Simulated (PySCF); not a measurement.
## TlF at several levels of theory

Computed with PySCF 2.14.0 (density fitting, no spin-orbit coupling) at the geometry relaxed with PBE0:

```xyz
2
TlF (singlet)
Tl    0.0000    0.0000   -0.1332
F     0.0000    0.0000    1.9613
```

```json
{"level": "PBE0", "basis": "Tl def2-SVP with ECP60, F def2-SVP", "state": "singlet", "HOMO (eV)": "-7.59", "gap (eV)": "6.19", "charge on Tl1 (e)": "0.50", "dipole about the centre of mass (D)": "3.66", "largest force component (eV/Å)": "0.01"}
{"level": "M06-L", "basis": "the same", "state": "singlet", "HOMO (eV)": "-6.33", "gap (eV)": "4.77", "charge on Tl1 (e)": "0.51", "dipole about the centre of mass (D)": "3.68", "largest force component (eV/Å)": "0.34"}
{"level": "PBE0", "basis": "Tl def2-TZVP with ECP60, F def2-TZVP", "state": "singlet", "HOMO (eV)": "-7.86", "gap (eV)": "6.34", "charge on Tl1 (e)": "0.56", "dipole about the centre of mass (D)": "4.07", "largest force component (eV/Å)": "0.03"}
{"level": "PBE0", "basis": "Tl x2c-SVPall, F x2c-SVPall", "state": "singlet", "HOMO (eV)": "-7.58", "gap (eV)": "6.21", "charge on Tl1 (e)": "0.52", "dipole about the centre of mass (D)": "3.65", "largest force component (eV/Å)": "0.05"}
```

Charges are Mulliken's, which hang on the basis. The relaxation used the grid (50, 194), these runs (75, 302) or, all-electron (x2c bases, spin-free X2C Hamiltonian), (99, 590).

**Question.** A further run in the first row's basis gives HOMO (eV) -6.58, gap (eV) 4.79, charge on Tl1 (e) 0.48, dipole about the centre of mass (D) 3.48, largest force component (eV/Å) 0.07. Which level was it?
A. r2SCAN
B. TPSS
C. HF

**Answer.** A. The others give HOMO -10.38 eV (HF); -6.32 eV (TPSS).

In the first row's basis the gap widens with exact exchange: 4.4 to 4.8 eV for TPSS, M06-L, r2SCAN (none); 6.2 eV for PBE0 (a fixed share); 11.2 eV for Hartree–Fock (rising or full at long range).
